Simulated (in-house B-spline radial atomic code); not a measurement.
Radial electron density of Ne²⁺, [He] 2s1 2p5. All numbers are computed (scalar-relativistic (X2C) Hartree-Fock, spin-polarised, averaged over the determinants with the given up and down occupations; Fermi nucleus of rms radius 3.0055 fm, inside a hard spherical wall at 1.87 bohr) with a radial B-spline atomic code at the basis-set limit, not measured.

Columns: r (bohr), 4πr²n(r) (electrons per bohr), bar.

```
 0.00554   0.2207 #
 0.00641    0.289 #
 0.00741    0.377 ##
 0.00857   0.4908 ##
 0.00992   0.6377 ###
  0.0115   0.8274 ###
  0.0133    1.064 ####
  0.0153    1.349 ######
  0.0177    1.717 #######
  0.0205    2.172 #########
  0.0237    2.718 ###########
  0.0275    3.386 ##############
  0.0318    4.149 #################
  0.0367    5.007 ####################
  0.0425    5.978 ########################
  0.0492    7.011 #############################
  0.0569    8.052 #################################
  0.0658    9.038 #####################################
  0.0761    9.886 ########################################
   0.088     10.5 ###########################################
   0.102    10.79 ############################################
   0.118    10.67 ############################################
   0.136    10.17 #########################################
   0.157    9.319 ######################################
   0.182    8.218 ##################################
   0.211    7.092 #############################
   0.244    6.189 #########################
   0.282    5.677 #######################
   0.326    5.638 #######################
   0.377    6.029 #########################
   0.436    6.669 ###########################
   0.505    7.297 ##############################
   0.584    7.622 ###############################
   0.675    7.451 ##############################
   0.781    6.713 ###########################
   0.903    5.494 ######################
    1.04    4.038 ################
    1.21    2.459 ##########
     1.4    1.175 #####
    1.62   0.3129 #
    1.85 0.001944
```

On this grid the curve has 2 maxima, near 0.102, 0.584 bohr.

The 2s up radial function P(r) = rR(r), positive near the nucleus:

| r (bohr) | P |
| --- | --- |
| 0.002 | 0.03282 |
| 0.00268 | 0.04345 |
| 0.00358 | 0.05722 |
| 0.00479 | 0.07526 |
| 0.00641 | 0.09863 |
| 0.00857 | 0.1285 |
| 0.0115 | 0.1667 |
| 0.0153 | 0.2127 |
| 0.0205 | 0.2693 |
| 0.0275 | 0.3349 |
| 0.0367 | 0.4044 |
| 0.0492 | 0.4721 |
| 0.0658 | 0.5219 |
| 0.088 | 0.532 |
| 0.118 | 0.4723 |
| 0.157 | 0.3169 |
| 0.211 | 0.03661 |
| 0.282 | -0.3407 |
| 0.377 | -0.7508 |
| 0.505 | -1.075 |
| 0.675 | -1.184 |
| 0.903 | -1.025 |
| 1.21 | -0.657 |
| 1.62 | -0.2204 |
